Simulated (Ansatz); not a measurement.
Computed with Ansatz.

Basis-set series for B2F4 (`FB(F)B(F)F`). Total charge 0; spin multiplicity 1. All single points use the PBE0-D4/def2-TZVP geometry. It is one conformer, not always the lowest.

```tsv
functional	basis	functions	energy (Eh)	HOMO (eV)	LUMO (eV)
PBE0-D4	def2-TZVPP	186	-449.05532	-10.07	-2.32
PBE0-D4	def2-QZVPP	342	-449.07882	-10.10	-2.36
ωB97M-V	def2-TZVPP	186	-449.39727	-12.39	-0.17
ωB97M-V	def2-QZVPP	342	-449.41919	-12.42	-0.24
```

**Question.** Give the rows for def2-SVP. (Best estimate.)

**Answer.** The calculation gave: 
```json
{"functional": "PBE0-D4", "basis": "def2-SVP", "functions": "84", "energy (Eh)": "-448.51216", "HOMO (eV)": "-9.90", "LUMO (eV)": "-2.11"}
{"functional": "ωB97M-V", "basis": "def2-SVP", "functions": "84", "energy (Eh)": "-448.84529", "HOMO (eV)": "-12.19", "LUMO (eV)": "0.11"}
```
